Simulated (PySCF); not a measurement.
Vertical excitations of a molecule C7H8O from TDA-M06-2X/def2-SVPD (PySCF 2.14.0), as energy in eV (oscillator strength): 5.34 (0.032), 6.28 (0.098), 6.44 (0.005), 6.87 (0.023), 7.01 (0.003), 7.27 (0.000). Lowest triplet (TDA): 4.34 eV. The structure is a stationary point at r2SCAN-D4/def2-SVP. One conformer was computed; it need not be the lowest.

Task: Identify the compound among the candidates.
A. C=Cc1cocc1C
B. C#CC(=C)/C=C/OC
C. COc1ccccc1
D. Cc1ccc(O)cc1

Result: C, COc1ccccc1
